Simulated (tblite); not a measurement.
Compound: C₇H₆F₃O (charge +1).
SMILES with atom numbers: `[F:1][C:2]([F:3])([F:4])[O:5][C:6]1=[CH:7][CH:8]=[CH:9][CH2:10][CH+:11]1` (hydrogens: H12 on C7; H13 on C8; H14 on C9; H15, H16 on C10; H17 on C11)

Structure optimised with GFN2-xTB, isolated species.

(1) What internal coordinates does the optimisation give?

## Answers

(1) 
```tsv
bond	length (Å)	order
F1–C2	1.306	single
C2–F3, C2–F4	1.336	single
C2–O5	1.353	single
O5–C6	1.364	single
C6=C7	1.410	double
C7–C8	1.391	single
C8=C9	1.374	double
C9–C10	1.451	single
C10–C11	1.457	single
C6–C11	1.376	single
C7–H12	1.082	single
C8–H13	1.080	single
C9–H14	1.081	single
C10–H15, C10–H16	1.106	single
C11–H17	1.082	single
```

Bonds in one row agree within 0.01 Å and their mean is given. Orders are formal, as drawn. A selection of angles:
```tsv
angle	degrees
F1–C2–F3	109.1
F1–C2–O5	108.6
F3–C2–F4	106.3
F3–C2–O5	111.7
C2–O5–C6	121.2
O5–C6–C7	114.4
O5–C6–C11	125.7
C7–C6–C11	119.9
C6–C7–C8	121.7
C7–C8–C9	120.0
C8–C9–C10	120.8
C9–C10–C11	117.4
C6–C11–C10	120.3
```

Dihedral angles: F1–C2–O5–C6 -178° (antiperiplanar); C2–O5–C6–C7 178° (antiperiplanar); O5–C6–C7–C8 180° (antiperiplanar); C6–C7–C8–C9 0° (synperiplanar); C7–C8–C9–C10 0° (synperiplanar); C8–C9–C10–C11 0° (synperiplanar); C9–C10–C11–C6 1° (synperiplanar); O5–C6–C11–C10 180° (antiperiplanar). The mirror-image conformer, all signs reversed, is as good.

The C–C distances run from 1.374 Å (C8=C9, drawn double in a drawing that doesn't fit all lengths) to 1.457 Å (C10–C11, drawn single in a drawing that doesn't fit all lengths), a spread of 0.083 Å. C9 (alkene CH carbon) is planar (angles 120.8°, 120.8° and 118.5°, sum 360.0°, 0.00 Å off the plane of its three neighbours). C8 (alkene CH carbon) is planar (angles 120.7°, 120.0° and 119.2°, sum 360.0°, 0.00 Å off the plane of its three neighbours). O5 (ether oxygen) is bent (angle 121.2°). C11 (carbon bonded to 2 C and H) is planar (angles 122.3°, 120.3° and 117.4°, sum 360.0°, 0.00 Å off the plane of its three neighbours). C7 (carbon bonded to 2 C and H) is planar (angles 121.7°, 120.9° and 117.4°, sum 360.0°, 0.00 Å off the plane of its three neighbours). The 6-membered ring C6–C7–C8–C9–C10–C11 has internal angles of 117.4° to 121.7° (sum 720°, against 720° for a flat polygon); it is planar, 0.00 Å rms from its mean plane, widest ring torsion 1°.

Point group: near Cs, missed by 0.08 Å at most; the miss may be what the optimiser left on a soft mode. Its GFN2-xTB frequencies are all real (lowest 48 cm⁻¹). 3 starts were optimised and ended at 0.00, 0.73 and 3.34 kcal/mol (GFN2-xTB); the lowest of these is shown.

All values are computed, not measured.
